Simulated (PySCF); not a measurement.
**Se⁺ (selenium, charge +1) across methods**

[Ar] 3d10 4s2 4p2 5s1, high-spin 4P determinant (an excited configuration). Computed with PySCF 2.14 in dyall-av2z (16s12p8d, 92 functions), with the non-relativistic Hamiltonian (point nucleus).

| method | E (hartree) | mean ε 4s β (eV) | mean ε 4p α (eV) | mean ε 5s α (eV) | Σ⟨r²⟩ (bohr²) | ⟨S²⟩ |
| --- | --- | --- | --- | --- | --- | --- |
| UHF | -2399.09049 | -32.669 | -25.081 | -8.891 | 47.86 | 3.758 |
| HSE06 | -2400.421 | -30.105 | -20.971 | -7.549 | 46.88 | 3.752 |
| PBE | -2400.371 | -29.106 | -19.917 | -7.402 | 46.59 | 3.751 |
| TPSS | -2400.646 | -28.958 | -20.076 | -7.327 | 46.54 | 3.752 |
| PBE0 | -2400.437 | -30.343 | -21.406 | -7.875 | 46.88 | 3.752 |
| PW91 | -2400.877 | -29.212 | -19.978 | -7.441 | 46.52 | 3.751 |
| LDA | -2397.306 | -29.595 | -19.984 | -7.515 | 46.53 | 3.751 |
| r2SCAN0 | -2400.685 | -30.537 | -21.799 | -7.873 | 47.04 | 3.754 |

(1) Estimate the same row for r2SCAN.

The outer electron is Rydberg-like, and this basis confines it to a smaller radius and binds it less than a complete one would.

Answers

(1) E (hartree) = -2400.690; mean ε 4s β (eV) = -29.363; mean ε 4p α (eV) = -20.485; mean ε 5s α (eV) = -7.412; Σ⟨r²⟩ (bohr²) = 46.93; ⟨S²⟩ = 3.754.
